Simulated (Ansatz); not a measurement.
`[CH3][Sn]([F])([F])[SH]` → fluoromethane + `[F][Sn][SH]` at 700 K and 1 bar (stannylene formation by 1,1-elimination).

Gas-phase electronic energies from Ansatz, PBE0-D4/def2-TZVP geometries. CCSD(T)/CBS adds triple-zeta CCSD(T) − MP2 to the extrapolated MP2 energy (def2 sets, frozen cores). This one scheme is used for every species. Elements past krypton have def2 core potentials. For Sn outer-core shells are correlated without core-valence functions, which leaves a few kJ/mol of doubt a bond. One conformer a species, not always the lowest.

```json
{"species": "`[CH3][Sn]([F])([F])[SH]`", "CCSD(T)/CBS energy (Eh)": "-851.95646", "H − E (kJ/mol)": "211.7", "S (J/(mol·K))": "524.6"}
{"species": "`CF`", "CCSD(T)/CBS energy (Eh)": "-139.63461", "H − E (kJ/mol)": "133.6", "S (J/(mol·K))": "263.9"}
{"species": "`[F][Sn][SH]`", "CCSD(T)/CBS energy (Eh)": "-712.27458", "H − E (kJ/mol)": "70.5", "S (J/(mol·K))": "366.4"}
```

H − E and S are ideal-gas, rigid-rotor, harmonic terms from PBE0-D4/def2-TZVP, for one conformer and one mirror image of each species. 1 Eh = 2625.50 kJ/mol, R = 8.31446 J/(mol·K).

Task: By hand: ΔE, ΔH, ΔS and ΔG.

Result: ΔE = (-139.63461) + (-712.27458) − (-851.95646) = 0.04727 Eh = 124.1 kJ/mol. Δ(H − E) = 133.6 + 70.5 − 211.7 = -7.6, so ΔH = 116.5 kJ/mol. ΔS = 263.9 + 366.4 − 524.6 = 105.7 J/(mol·K). ΔG = 116.5 − 700 × (105.7)/1000 = 42.5 kJ/mol.

Task: By hand: the equilibrium constant, and the temperature at which ΔG would vanish if ΔH and ΔS stayed fixed.

Result: log₁₀ K = −ΔG/(RT ln 10) = -3.2. ΔG = 0 at ΔH/ΔS = 1102 K.

The number of gas molecules changes by +1, which sets the sign of ΔS. A doubt of 5 kJ/mol in ΔE shifts log₁₀ K by 0.4 here. Other conformers and mirror images would add mixing entropy, several J/(mol·K) or more a flexible species. Modes under 60 cm⁻¹, often nearly free rotors, make the harmonic entropy too high. These are equilibria of isolated gas molecules and say nothing of rates. Largest T1 diagnostic: 0.016 (customary marks: 0.02 for closed shells, 0.045 for open ones).
